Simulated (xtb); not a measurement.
yttrium atom (Y), doublet (GFN-xTB shapes and energies of metal compounds can be far from the true ones). Base run: xtb 6.7.1 with GFN2-xTB.

The xtb input:
```
$ xtb mol.xyz --gfn 2 --uhf 1 --json

# file mol.xyz
1

Y      0.00000000     0.00000000     0.00000000
```

Variants of this job, named by their change:

```json
[
 {"change": "base", "ΔE vs base (kcal/mol)": "0.000", "SCF cycles": "45"},
 {"change": "etemp = 10000", "ΔE vs base (kcal/mol)": "-55.26", "SCF cycles": "20"},
 {"change": "acc = 0.1", "ΔE vs base (kcal/mol)": "0.000", "SCF cycles": "55"},
 {"change": "acc = 30", "ΔE vs base (kcal/mol)": "0.000", "SCF cycles": "30"},
 {"change": "acc = 1000", "ΔE vs base (kcal/mol)": "0.000", "SCF cycles": "14"},
 {"change": "alpb = benzene", "ΔE vs base (kcal/mol)": "-13.22", "SCF cycles": "45"},
 {"change": "etemp = 1000", "ΔE vs base (kcal/mol)": "-3.48", "SCF cycles": "45"}
]
```

ALPB and GBSA are two models with their own fitted parameters for each solvent, which aren't always the measured dielectric constant.
